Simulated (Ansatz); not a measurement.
Calculated with Ansatz (gas phase, PBE0-D4/def2-TZVP geometries, no zero-point term in ΔE). CCSD(T)/CBS adds triple-zeta CCSD(T) − MP2 to the extrapolated MP2 energy (def2 sets, frozen cores). DFT in def2-TZVPP. B3LYP here is the variant with VWN-RPA as its local correlation; programs differ in this. def2 core potentials past Kr. For I, In outer-core shells are correlated without core-valence functions, which leaves a few kJ/mol of doubt a bond. Each species was taken in one conformer, which may not be the lowest.

`O[SiH](I)CF` + `[OH][InH][Cl]` → `FC[SiH2]I` + `[OH][In]([OH])[Cl]`  (redistribution)

```
             level  ΔE (kJ/mol)  difference from CCSD(T)/CBS
            PBE-D4         88.2                          0.9
          B3LYP-D4         94.6                          7.3
           ωB97X-V         92.3                          5.0
             B3LYP         91.7                          4.4
     HF/def2-TZVPP         99.1                         11.8
SCS-MP2/def2-TZVPP         88.0                          0.7
     HF/def2-QZVPP         98.9                         11.6
    MP2/def2-QZVPP         88.9                          1.6
      HF/CBS(def2)         98.9                         11.6
     MP2/CBS(def2)         87.9                          0.6
       CCSD(T)/CBS         87.3                            0
```

Largest T1 diagnostic among the species: 0.016.

In def2-TZVPP, CCSD(T) changes the Hartree–Fock value by −9.5 kJ/mol (the triples alone add −2.5 kJ/mol) and MP2 by −8.9 kJ/mol. From PBE to PBE0 (25 % exact exchange), in def2-TZVPP and without D4, ΔE moves by +6.7 kJ/mol.
